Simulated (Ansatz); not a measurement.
Reaction (ligand exchange at the Si–O bond): `O[SiH2]C[SiH](O)O` + H–F → `O[SiH](O)C[SiH2]F` + H₂O

Calculated with Ansatz (gas phase, PBE0-D4/def2-TZVP geometries, no zero-point term in ΔE). CCSD(T)/CBS is the MP2 limit (def2-TZVPP, def2-QZVPP) plus CCSD(T) − MP2 in def2-TZVPP, frozen cores. This one scheme is used for every species. Functionals use def2-TZVPP. B3LYP here is the variant with VWN-RPA as its local correlation; programs differ in this. Each species was taken in one conformer, which may not be the lowest.

`O[SiH2]C[SiH](O)O`:

```xyz
14

O     0.962    1.851    0.007
Si    0.141    1.164   -1.270
C     0.026   -0.641   -0.877
Si   -0.591   -1.042    0.841
O     0.405   -2.240    1.372
O    -0.579    0.271    1.822
H     1.226    2.768   -0.074
H     0.889    1.431   -2.530
H    -1.209    1.779   -1.402
H     1.019   -1.091   -0.984
H    -0.625   -1.123   -1.614
H    -1.997   -1.515    0.848
H     0.263   -2.560    2.264
H     0.069    0.949    1.596
```

H–F:

Z-matrix (Å, degrees):
```
F
H 1 0.920
```

`O[SiH](O)C[SiH2]F`:

```xyz
13

O    -0.250   -2.110    0.315
Si    0.649   -1.026   -0.523
O     1.946   -0.469    0.322
C    -0.322    0.514   -0.911
Si   -0.875    1.435    0.600
F    -1.353    0.346    1.695
H    -0.733   -1.760    1.069
H     1.080   -1.766   -1.732
H     2.583   -1.110    0.639
H    -1.194    0.237   -1.512
H     0.299    1.184   -1.516
H    -2.050    2.304    0.343
H     0.221    2.221    1.210
```

H₂O:

```xyz
3

O    -0.228    0.312   -0.043
H    -0.503   -0.602    0.051
H     0.731    0.290   -0.008
```

```
             level  ΔE (kJ/mol)
          B3LYP-D4        -46.1
            r2SCAN        -47.1
              PBE0        -44.3
             B3LYP        -49.5
     HF/def2-TZVPP        -55.3
SCS-MP2/def2-TZVPP        -45.4
    MP2/def2-QZVPP        -43.2
SCS-MP2/def2-QZVPP        -46.7
```

Q: What does CCSD(T)/CBS give? (An estimate is asked.)

A: Ansatz gave: -45.2 kJ/mol. The listed levels differ from it by -0.9, -1.9, 0.9, -4.3, -10.1, -0.2, 2.0, -1.5 kJ/mol.

Largest T1 diagnostic among the species: 0.011.

The D4 term adds +3.3 kJ/mol with B3LYP and +1.8 kJ/mol with PBE0; it sums over pairs of atoms, weighted by their polarisabilities, and B3LYP, whose exchange is more repulsive, gets the larger term. In def2-TZVPP, CCSD(T) changes the Hartree–Fock value by +11.7 kJ/mol (the triples alone add +1.9 kJ/mol) and MP2 by +13.4 kJ/mol.
